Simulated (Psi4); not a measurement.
H₂MoO₄ (SMILES [O]=[Mo](=[O])([OH])[OH]), singlet, geometry from GFN2-xTB (such geometries of metal compounds can be far from the true shape) (all electrons, no relativity); PBE0/3-21G in Psi4.

Here is a job for Psi4.
```
memory 2 GB

molecule {
0 1
Mo    0.04556687    0.00083011    0.00560237
O     1.10220482    0.78882640   -0.97552653
O     0.86074293   -0.75306665    1.21686762
O    -0.81590576   -1.20963679   -0.94058850
H    -1.09733612   -1.94764307   -1.49061800
O    -1.06225200    1.17542170    0.70967220
H    -1.49479228    1.90042130    1.17192022
}

set {
  basis 3-21g
  scf_type pk
}

energy('pbe0')
print_variables()
```

What the program printed (banner, timings and long lists left out):

```
   => Loading Basis Set <=

    Name: 3-21G
    Role: ORBITAL
    Keyword: BASIS

         ---------------------------------------------------------
                                   SCF
               by Justin Turney, Rob Parrish, Andy Simmonett
                          and Daniel G. A. Smith
                              RKS Reference
         ---------------------------------------------------------

  ==> Geometry <==

    Molecular point group: c1
    Full point group: C1

    Geometry (in Angstrom), charge = 0, multiplicity = 1:

       Center              X                  Y                   Z               Mass
    ------------   -----------------  -----------------  -----------------  -----------------
         MO           0.026012106934     0.000473871901     0.003198144171    97.905404820000
         O            1.082650056934     0.788470161901    -0.977930755829    15.994914619570
         O            0.841188166934    -0.753422888099     1.214463394171    15.994914619570
         O           -0.835460523066    -1.209993028099    -0.942992725829    15.994914619570
         H           -1.116890883066    -1.947999308099    -1.493022225829     1.007825032230
         O           -1.081806763066     1.175065461901     0.707267974171    15.994914619570
         H           -1.514347043066     1.900065061901     1.169515994171     1.007825032230

  Running in c1 symmetry.

  Rotational constants: A =      0.13882  B =      0.12323  C =      0.11839 [cm^-1]
  Rotational constants: A =   4161.57458  B =   3694.48763  C =   3549.21825 [MHz]
  Nuclear repulsion =  523.724209094038315

  Charge       = 0
  Multiplicity = 1
  Electrons    = 76
  Nalpha       = 38
  Nbeta        = 38

  ==> Algorithm <==

  SCF Algorithm Type is PK.
  DIIS enabled.
  MOM disabled.
  Fractional occupation disabled.
  Guess Type is SAD.
  Energy threshold   = 1.00e-06
  Density threshold  = 1.00e-06
  Integral threshold = 1.00e-12

  ==> Primary Basis <==

  Basis Set: 3-21G
    Blend: 3-21G
    Number of shells: 38
    Number of basis functions: 79
    Number of Cartesian functions: 79
    Spherical Harmonics?: false
    Max angular momentum: 2

  ==> DFT Potential <==

   => LibXC <=

    Version 7.1.2
    S. Lehtola, C. Steigemann, M. J. T. Oliveira, and M. A. L. Marques,  SoftwareX 7, 1–5 (2018) (10.1016/j.softx.2017.11.002)

   => Composite Functional: PBE0 <=

    PBE0 Hyb-GGA Exchange-Correlation Functional

[...]
   @RKS iter   3: -4258.59050643967566   -1.33451e-01   1.12061e-02 ADIIS/DIIS
   @RKS iter   4: -4258.87311098749615   -2.82605e-01   6.26188e-04 ADIIS/DIIS
   @RKS iter   5: -4258.87282518481425    2.85803e-04   7.98176e-04 ADIIS/DIIS
   @RKS iter   6: -4258.87440820198663   -1.58302e-03   3.27777e-05 DIIS
   @RKS iter   7: -4258.87441165218115   -3.45019e-06   4.72396e-06 DIIS
   @RKS iter   8: -4258.87441171515002   -6.29689e-08   5.97302e-07 DIIS
  Energy and wave function converged.

  ==> Post-Iterations <==

   Electrons on quadrature grid:
      Ntotal   =   75.9999293882 ; deviation = -7.061e-05

    Orbital Energies [Eh]
    ---------------------

    Doubly Occupied:

[...]
    Virtual:

[...]
    Final Occupation by Irrep:
              A
    DOCC [    38 ]
    NA   [    38 ]
    NB   [    38 ]

  @RKS Final Energy: -4258.87441171515002

   => Energetics <=

    Nuclear Repulsion Energy =            523.7242090940383150
    One-Electron Energy =               -6923.0355573553424620
    Two-Electron Energy =                2257.9185744698374947
    DFT Exchange-Correlation Energy =    -117.4816379236831807
    Empirical Dispersion Energy =           0.0000000000000000
    VV10 Nonlocal Energy =                  0.0000000000000000
    Total Energy =                      -4258.8744117151509272

Computation Completed

Properties will be evaluated at   0.000000,   0.000000,   0.000000 [a0]

Properties computed using the SCF density matrix

 Multipole Moments:

 ------------------------------------------------------------------------------------
     Multipole            Electronic (a.u.)      Nuclear  (a.u.)        Total (a.u.)
 ------------------------------------------------------------------------------------

 L = 1.  Multiply by 2.5417464519 to convert [e a0] to [Debye]
 Dipole X            :          1.3548581           -2.8084390           -1.4535809
 Dipole Y            :          0.0246160           -0.0511624           -0.0265464
 Dipole Z            :          0.1666729           -0.3452928           -0.1786199
 Magnitude           :                                                    1.4647550

 ------------------------------------------------------------------------------------

  Variable Map:
  ----------------------------------------------------------------------------
[...]
  Array Variable Map:
  ----------------------------------------------------------------------------
[...]
[...]
```
